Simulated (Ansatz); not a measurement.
Species: CNO, charge 0, multiplicity 2. It need not be the lowest isomer of its formula. SMILES: [N]=C=O
Geometry: optimised at B3LYP-D3(BJ)/def2-TZVP (Ansatz, a program for electronic structure).

Atomisation energy built up term by term with Ansatz (kcal/mol; UHF references for open shells; valence terms freeze the core; atomic spin-orbit terms are left out). CBS marks a two-point X^-3 extrapolation of the correlation energy; Hartree-Fock from the larger set.

```json
[
 {"term": "Hartree-Fock", "basis": "cc-pVQZ", "kcal/mol": "180.92"},
 {"term": "CCSD correlation", "basis": "CBS(cc-pVTZ,cc-pVQZ)", "kcal/mol": "121.08"},
 {"term": "(T)", "basis": "CBS(cc-pVTZ,cc-pVQZ)", "kcal/mol": "13.02"},
 {"term": "CCSDT - CCSD(T)", "basis": "cc-pVDZ", "kcal/mol": "0.38"},
 {"term": "core correlation", "basis": "cc-pwCVTZ", "kcal/mol": "1.78"},
 {"term": "scalar relativity (X2C)", "basis": "cc-pVTZ-DK against cc-pVTZ", "kcal/mol": "-0.38"},
 {"term": "sum: De", "basis": "", "kcal/mol": "316.8"}
]
```

(T) makes 4.1 % of the CCSD(T) atomisation energy; under 5 % is typical of single-reference molecules.
